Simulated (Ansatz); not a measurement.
Input for Ansatz (a first-principles code): R-CCSD(T)/def2-TZVPP on ClGeH2N (SMILES [NH2][Ge][Cl]), a point of a torsion scan. The run froze 20 orbitals, filled d shells among them.

Ansatz 0.2 input:
```yaml
crystal:
  periodic: [false, false, false]
  atoms:
    - {symbol: N, position_ang: [-0.71304424, -0.06300801, 0.03704746]}
    - {symbol: Ge, position_ang: [0.90282436, -0.72940822, 0.51880784]}
    - {symbol: Cl, position_ang: [0.54932349, -2.73655699, -0.21874597]}
    - {symbol: H, position_ang: [-0.99725825, 0.89111257, 0.19800826]}
    - {symbol: H, position_ang: [-1.45802576, -0.56613639, -0.42327967]}
basis:
  gaussian:
    orbitals: def2-TZVPP
magnetization: {spin_polarized: false}
correlation: {method: ccsd_t, electrons: outside_noble_gas}
scf: {lower_state_search: off}
```

### Question
Predict the final total energy.

### Answer
-2591.1360 hartree (reference determinant -2590.5842, T1 diagnostic 0.014).

### Question
How many basis functions does it have, and what does it roughly cost on one machine?

### Answer
149 functions; around 13 core-seconds (rough).
